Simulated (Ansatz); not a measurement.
One change: `[CH3][In]([OH])[OH]` becomes `[OH][In]([OH])[SH]`.

Ansatz, PBE0-D4/def2-TZVP geometries, multiplicity 1. Each molecule was computed in one conformer, which needn't be the lowest.

Elements past krypton have def2 core potentials.

```tsv
property	`[CH3][In]([OH])[OH]`
size of the dipole moment (PBE/def2-TZVPP) / D	2.83
size of the dipole moment (ωB97M-V/def2-TZVPP) / D	3.04
HOMO energy (PBE/def2-TZVPP) / eV	-6.40
HOMO–LUMO gap (ωB97M-V/def2-TZVPP) / eV	11.25
HOMO energy (B3LYP/def2-TZVPP) / eV	-7.78
HOMO energy (PBE0/def2-TZVPP) / eV	-8.04
```

Problem. Give the same properties after the change, and the shifts. (An estimate is asked.)

Solution. The calculation gave: 
```tsv
property	`[OH][In]([OH])[SH]`	shift
size of the dipole moment (PBE/def2-TZVPP) / D	0.75	-2.08
size of the dipole moment (ωB97M-V/def2-TZVPP) / D	0.89	-2.15
HOMO energy (PBE/def2-TZVPP) / eV	-6.56	-0.16
HOMO–LUMO gap (ωB97M-V/def2-TZVPP) / eV	10.14	-1.11
HOMO energy (B3LYP/def2-TZVPP) / eV	-7.60	0.18
HOMO energy (PBE0/def2-TZVPP) / eV	-7.85	0.19
```

With PBE0 the HOMO rises by 0.19 eV and the LUMO falls by 0.84 eV, so the gap narrows by about 1.03 eV. PBE moves the HOMO by -0.16 eV and ωB97M-V by 0.44 eV. The zero-point energy changes by -69.5 kJ/mol with -6 modes. Dipoles are sizes alone; their direction can turn.

B3LYP here is the variant with VWN-RPA as its local correlation; programs differ in this.
